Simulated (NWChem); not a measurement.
Molecule: CH$_{5}$ClGeO; SMILES [OH][Ge@H]([CH3])[Cl]

```xyz
9

C     -1.4115    -1.3529    -0.4631
Ge     0.0641    -0.3316     0.2777
O      1.5211    -0.8627    -0.6217
Cl    -0.2668     1.7993    -0.1202
H     -1.4559    -1.1776    -1.5546
H     -1.2534    -2.4321    -0.2718
H     -2.3645    -1.0320    -0.0019
H      0.2830    -0.4418     1.8110
H      2.3056    -0.3440    -0.3631
```
Atoms are numbered in this order, from 1.

Level: PBE-D3(BJ)/def2-SVP (NWChem), optimised geometry, unscaled harmonic frequencies. 

Problem. List the harmonic frequencies with IR intensities, and the thermochemistry.

Solution. 
```tsv
frequency (cm⁻¹)	IR intensity (km/mol)
73	0.6
144	7.5
183	7.1
201	3.5
261	101.8
398	55.5
604	11.7
627	66.2
683	104.1
705	10.0
790	58.4
821	49.7
900	95.6
1207	8.6
1376	4.6
1379	3.7
2070	134.1
2995	0.4
3106	0.5
3114	0.2
3731	63.9
```

The zero-point energy comes out as 36.2 kcal/mol. The thermal correction to the enthalpy at 298.15 K (with zero-point energy) is 41.2 kcal/mol and the heat capacity Cv comes out as 22.7 cal/(mol K). The entropy at 298.15 K and 1 atm (symmetry number 1) is 83.5 cal/(mol K) and the dipole moment comes out as 1.57 D.

Rigid rotor and harmonic oscillator; modes under 100 cm⁻¹ make the entropy uncertain.
